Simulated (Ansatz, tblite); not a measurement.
Forces on Ti3Si3 at its PBE-D4/def2-SVP geometry. The state is a singlet with charge 0.

The xTB rows come from tblite. The restricted singlet is unstable towards broken spin symmetry in Hartree–Fock (as tested in another run); at PBE-D4/def2-TZVP this wasn't settled. No other spin state of charge 0 was run. Another isomer (triplet) lies 1.76 eV lower at PBE0-D4/def2-TZVP; other spin states weren't run for this one.

GFN1-xTB (tblite), largest force 7.39 eV/Å:

```xyz
6
positions Å, forces eV/Å
Ti    0.580   -1.530    1.559    3.679   -2.285    2.787
Ti   -1.269    0.764   -0.938   -1.514    3.572   -3.666
Ti   -1.413   -0.898    0.630   -6.339   -3.198    2.033
Si    0.714   -0.816   -0.807    2.130   -0.429   -2.270
Si    0.428    0.863    0.947    1.624    2.554    0.845
Si    0.960    1.616   -1.392    0.420   -0.213    0.272
```

PBE-D4/def2-TZVP (Ansatz), largest force 0.36 eV/Å:

```
Ti 0.303 -0.109 0.154
Ti -0.076 0.250 -0.252
Ti -0.239 -0.118 0.074
Si -0.027 0.169 0.091
Si 0.016 -0.084 -0.173
Si 0.023 -0.107 0.107
```
